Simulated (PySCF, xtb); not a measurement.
H₇NO₂Si₂, SMILES N[Si@H](O)O[SiH3]. Other conformers were not sampled.

Harmonic wavenumbers (cm⁻¹) from GFN2-xTB (xtb) at its own minimum, in rising order: 24, 50, 68, 191, 214, 245, 292, 311, 539, 571, 602, 626, 669, 710, 768, 787, 807, 819, 827, 887, 933, 1101, 1529, 2217, 2256, 2273, 2344, 3471, 3523, 3697.

Question: What does PySCF with PBE-D3(BJ)/def2-SVP give at its own minimum? (Estimate from the structure and the level; the computed values follow.)

Answer: 35, 83, 96, 194, 219, 273, 359, 369, 427, 600, 694, 716, 729, 781, 787, 859, 885, 916, 918, 934, 964, 1033, 1490, 2157, 2168, 2178, 2207, 3486, 3582, 3769. Paired by order, the mean absolute difference is 58 cm⁻¹ and the zero-point energies are 47.7 and 48.5 kcal/mol.
